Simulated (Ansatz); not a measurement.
Reaction (atomization): `[CH2]1[SiH2][GeH2]1` → C• + Ge• + 6 H• + Si•

Gas-phase electronic energies from Ansatz, PBE0-D4/def2-TZVP geometries. CCSD(T)/CBS adds triple-zeta CCSD(T) − MP2 to the extrapolated MP2 energy (def2 sets, frozen cores). This one scheme is used for every species, atoms too. Functionals use def2-TZVPP. B3LYP here is the variant with VWN-RPA as its local correlation; programs differ in this. Open shells (•) are unrestricted, without spin–orbit coupling. Spin–orbit coupling would lower the free atoms: a little for C, Si; clearly for Ge. Bonds to Ge are less sure, by a few kJ/mol each and by 10 to 20 or more in all where they break to atoms, as the def2 sets lack core-valence functions. Scalar relativity is left out up to krypton.

Q: What is ΔE at CCSD(T)/CBS? (An estimate is asked.)

A: The calculation gave: +28.63 eV.

Q: What do these levels give: LDA (SPW92), PBE-D4, B97M-V, B3LYP-D4, r2SCANh-D4, BHLYP-D4, ωB97X-V, PBE0, HF/def2-TZVPP, CCSD(T)/def2-TZVPP, SCS-MP2/def2-QZVPP, HF/CBS(def2)? (Best estimate.)

A: The calculation gave: LDA (SPW92) 32.14, PBE-D4 28.56, B97M-V 28.85, B3LYP-D4 28.37, r2SCANh-D4 28.54, BHLYP-D4 27.94, ωB97X-V 28.73, PBE0 28.24, HF/def2-TZVPP 20.96, CCSD(T)/def2-TZVPP 27.99, SCS-MP2/def2-QZVPP 28.43, HF/CBS(def2) 20.97 eV.

Largest T1 diagnostic among the species: 0.012.

At CCSD(T), def2-SVP lies −1.88 eV from the extrapolated value and def2-TZVPP −0.65 eV: correlation converges slowly with the basis, and small sets miss more of it in the bonded molecule than in its fragments. Leaving LDA and LC-ωPBE aside and taking each functional with its dispersion term where it has one, the values spread over 0.91 eV, from BHLYP-D4 to B97M-V. LDA lies +3.76 eV from PBE without D4, its usual overbinding.

For atomizations the MP2-based limit and the directly extrapolated one differ by several kJ/mol either way, and by 10 to 25 for some Ge, Se and Sn compounds, so smaller differences from it don't rank the levels.
